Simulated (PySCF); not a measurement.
PySCF input for Si(Cl)2(NCO)(OH) (CHCl2NO2Si), SMILES O=C=N[Si](O)(Cl)Cl, ωB97X-D3(BJ)/def2-SVP. The structure is a stationary point at ωB97X-D3(BJ)/def2-SVP. This is a generated structure with no PubChem entry under its InChIKey; it may be hypothetical. The values are those of a single conformer.

```python
import numpy as np
from pyscf import gto, scf, dft, df
from pyscf.hessian import thermo

mol = gto.M(
    atom='''
    O     3.38343786   -1.07559391   -0.46378242
    C     2.24951745   -0.80998572   -0.46797197
    N     1.07727367   -0.54659757   -0.50310474
    Si   -0.50985135   -0.04149935   -0.15730262
    O    -1.60257041   -0.77256128   -1.12980776
    Cl   -0.57588744    1.98827918   -0.37764433
    Cl   -0.98744596   -0.53874247    1.75150548
    H    -1.57037298   -0.58979429   -2.07511653
    ''',
    basis='def2-SVP',
    charge=0,
    spin=0,
    max_memory=1600,
    verbose=3,
)
mf = dft.RKS(mol, xc='wb97x-d3bj').density_fit(auxbasis='def2-universal-jkfit')
mf.grids.level = 3
mf.conv_tol = 1e-11
mf.max_cycle = 100
mf.kernel()

# [left out here: the lines that compute and print the analytic Hessian (its translational invariance restored by hand, since the grid's response is missing), thermochemistry and intensities]
```

Output:

```
converged SCF energy = -1453.52005801345

WARN: DFTD3 does not support analytical Hessian, using finite difference


WARN: Mole.unit (angstrom) is changed to Bohr

Mode                                 0                   1                   2
Irrep
Freq [cm^-1]                       30.3684             42.9550            105.5514
Reduced mass [au]                  18.7314             15.0423              1.3338
Force const [Dyne/A]                0.0102              0.0164              0.0088
Char temp [K]                      43.6934             61.8027            151.8649
Normal mode                   x     y     z       x     y     z       x     y     z
       0   O                 0.03  0.13 -0.08    0.02 -0.07 -0.13   -0.01 -0.01  0.01
       1   C                 0.00  0.03 -0.02    0.03 -0.01 -0.02   -0.01 -0.00 -0.03
       2   N                -0.03 -0.09  0.04    0.05  0.06  0.11   -0.01  0.00 -0.07
       3  Si                -0.01 -0.03  0.02    0.02  0.01  0.03   -0.00  0.00 -0.01
       4   O                -0.02  0.01  0.01    0.09 -0.03 -0.02    0.01 -0.04  0.00
       5  Cl                 0.08 -0.02 -0.00   -0.04  0.01  0.00    0.00  0.00  0.05
       6  Cl                -0.07  0.01  0.01   -0.06  0.02  0.01   -0.01  0.03 -0.01
       7   H                 0.04 -0.05 -0.00    0.10 -0.00 -0.01    0.52 -0.67 -0.10
Mode                                 3                   4                   5
Irrep
Freq [cm^-1]                      183.3854            226.2131            264.4949
Reduced mass [au]                   7.2859              5.3225             16.1376
Force const [Dyne/A]                0.1444              0.1605              0.6652
Char temp [K]                     263.8507            325.4703            380.5493
Normal mode                   x     y     z       x     y     z       x     y     z
       0   O                 0.02  0.01  0.00    0.00 -0.02  0.02   -0.07  0.01 -0.01
       1   C                 0.01 -0.03 -0.01    0.02  0.04 -0.04   -0.06  0.04  0.02
       2   N                 0.00 -0.08 -0.02    0.03  0.11 -0.10   -0.05  0.07  0.06
       3  Si                 0.01 -0.04 -0.04    0.01 -0.01 -0.01   -0.07 -0.01 -0.02
       4   O                 0.03 -0.01 -0.07   -0.01 -0.10  0.08    0.05 -0.09 -0.09
       5  Cl                -0.04 -0.03  0.08    0.04 -0.01  0.03    0.06 -0.01  0.01
       6  Cl                 0.01  0.09 -0.01   -0.06  0.01 -0.02    0.05  0.01  0.02
       7   H                -0.18  0.27 -0.02   -0.33  0.13  0.12   -0.02  0.07 -0.07
Mode                                 6                   7                   8
Irrep
Freq [cm^-1]                      299.7405            317.5812            487.6304
Reduced mass [au]                   8.0353             13.4962             18.5557
Force const [Dyne/A]                0.4253              0.8020              2.5996
Char temp [K]                     431.2598            456.9287            701.5916
Normal mode                   x     y     z       x     y     z       x     y     z
       0   O                -0.02 -0.00  0.02   -0.03  0.03  0.01   -0.07  0.02 -0.01
       1   C                -0.01  0.02 -0.05   -0.04 -0.04 -0.02   -0.06  0.02  0.02
       2   N                -0.01  0.04 -0.12   -0.05 -0.11 -0.05   -0.05  0.01  0.02
       3  Si                 0.01 -0.02  0.05    0.02  0.04  0.02    0.04  0.04  0.05
       4   O                 0.06  0.07 -0.07    0.12 -0.09  0.02    0.07  0.04  0.06
       5  Cl                 0.00 -0.04 -0.03   -0.01  0.07 -0.01   -0.00 -0.08  0.01
       6  Cl                -0.03 -0.00  0.08   -0.01 -0.02  0.01    0.02  0.02 -0.08
       7   H                 0.18  0.21 -0.04   -0.07  0.11  0.05    0.07  0.06  0.07
Mode                                 9                  10                  11
Irrep
Freq [cm^-1]                      632.1017            633.9415            641.7560
Reduced mass [au]                  13.0045             11.0663              8.4187
Force const [Dyne/A]                3.0614              2.6203              2.0428
Char temp [K]                     909.4536            912.1007            923.3440
Normal mode                   x     y     z       x     y     z       x     y     z
       0   O                 0.04  0.08  0.02    0.02 -0.02  0.08   -0.00 -0.04  0.03
       1   C                -0.04 -0.21 -0.06    0.02  0.03 -0.21    0.03  0.10 -0.08
       2   N                 0.03  0.07  0.02    0.00 -0.02  0.07   -0.01 -0.05  0.04
       3  Si                -0.02  0.06 -0.02   -0.04 -0.02  0.06    0.01  0.10 -0.07
       4   O                 0.00 -0.00 -0.00   -0.01 -0.01 -0.00    0.02  0.01  0.00
       5  Cl                 0.00 -0.03  0.00    0.00  0.02 -0.00    0.00 -0.05  0.01
       6  Cl                -0.00 -0.00  0.01    0.01  0.01 -0.04   -0.01 -0.02  0.05
       7   H                -0.06 -0.05 -0.01    0.12  0.09  0.02   -0.22 -0.16 -0.03
Mode                                12                  13                  14
Irrep
Freq [cm^-1]                      685.0539            795.7817            973.7819
Reduced mass [au]                  12.7893              1.5164              6.9198
Force const [Dyne/A]                3.5363              0.5658              3.8661
Char temp [K]                     985.6400           1144.9526           1401.0554
Normal mode                   x     y     z       x     y     z       x     y     z
       0   O                 0.09 -0.03 -0.02    0.02 -0.00 -0.00    0.01 -0.00 -0.00
       1   C                 0.07  0.01  0.06    0.01 -0.00  0.00    0.01 -0.00 -0.00
       2   N                 0.03 -0.04 -0.07    0.00  0.00 -0.02   -0.00  0.00  0.00
       3  Si                -0.10  0.07  0.05   -0.05 -0.04  0.04   -0.08 -0.05 -0.08
       4   O                -0.01 -0.03 -0.01    0.08  0.07 -0.01    0.11  0.07  0.12
       5  Cl                 0.00 -0.03  0.00    0.00  0.01 -0.00    0.00  0.01  0.00
       6  Cl                 0.01  0.00 -0.02    0.01  0.01 -0.01   -0.00 -0.00  0.01
       7   H                 0.11  0.13  0.02   -0.62 -0.50 -0.12    0.23  0.17  0.14
Mode                                15                  16                  17
Irrep
Freq [cm^-1]                     1565.3495           2474.8877           3931.7346
Reduced mass [au]                  14.8347             12.7190              1.0671
Force const [Dyne/A]               21.4167             45.9000              9.7191
Char temp [K]                    2252.1894           3560.8124           5656.8906
Normal mode                   x     y     z       x     y     z       x     y     z
       0   O                -0.15  0.04 -0.00    0.09 -0.02 -0.00   -0.00  0.00  0.00
       1   C                 0.03 -0.01 -0.00   -0.24  0.06 -0.00    0.00 -0.00 -0.00
       2   N                 0.20 -0.05 -0.01    0.11 -0.03 -0.00   -0.00  0.00 -0.00
       3  Si                -0.03  0.01  0.00   -0.00  0.00  0.00   -0.00 -0.00  0.00
       4   O                -0.00  0.00  0.00   -0.00 -0.00  0.00    0.00 -0.01  0.06
       5  Cl                -0.00  0.00  0.00   -0.00  0.00  0.00   -0.00 -0.00 -0.00
       6  Cl                -0.00  0.00  0.00   -0.00  0.00  0.00    0.00  0.00 -0.00
       7   H                 0.00  0.00  0.00    0.00  0.00 -0.00    0.02  0.17 -0.95
temperature 298.1500 [K]
pressure 101325.00 [Pa]
Rotational constants [GHz] 1.73107 1.01074 0.83924
Symmetry number 1
Zero-point energy (ZPE) 0.03256 [Eh]   85486.991 [J/mol]
                           tot       elec      trans        rot        vib
Entropy [J/mol/K]       402.561      0.000    171.886    124.565    106.110
Cv [J/mol/K]            111.785      0.000     12.472     12.472     86.842
Cp [J/mol/K]            120.100      0.000     20.786     12.472     86.842
Internal energy [J/mol]                      3718.434   3718.434 100568.321
Internal energy [Eh]   -1453.47892  -1453.52006
Enthalpy [J/mol]                             6197.391   3718.434 100568.321
Enthalpy [Eh]          -1453.47798
Gibbs free energy [J/mol]                  -45050.315 -33420.652  68931.528
Gibbs free energy [Eh] -1453.52369
static polarisability / bohr^3: [[65.801 -7.414 -3.279]
 [-7.414 47.481 -2.917]
 [-3.277 -2.917 45.927]]
largest difference of analytic and finite-field dipole derivatives / e: 0.0011946864283416403
mode   freq/cm-1   IR/(km/mol)   Raman/(A^4/amu)   depolarisation
   1       30.37         0.942             3.539            0.750
   2       42.96         0.214             3.031            0.728
   3      105.55        79.138             1.629            0.747
   4      183.39         6.112             1.402            0.708
   5      226.21        11.673             0.287            0.734
   6      264.49        30.117             1.992            0.601
   7      299.74        27.629             1.951            0.749
   8      317.58        37.471             1.686            0.642
   9      487.63        21.445             9.218            0.002
  10      632.10        34.513             0.128            0.749
  11      633.94         5.902             0.288            0.741
  12      641.76       239.281             1.203            0.743
  13      685.05       304.063             1.086            0.398
  14      795.78       332.016             2.398            0.365
  15      973.78       142.977             2.908            0.237
  16     1565.35        82.541            27.642            0.263
  17     2474.89      1769.935             0.487            0.479
  18     3931.73       154.638            82.169            0.295
max |gradient| / (hartree/bohr): 4.891600935473387e-05
APT charges: [-0.825   1.4815 -1.4615  2.5301 -0.9557 -0.5788 -0.5445  0.354 ]
```

The calculation finished and met its thresholds.
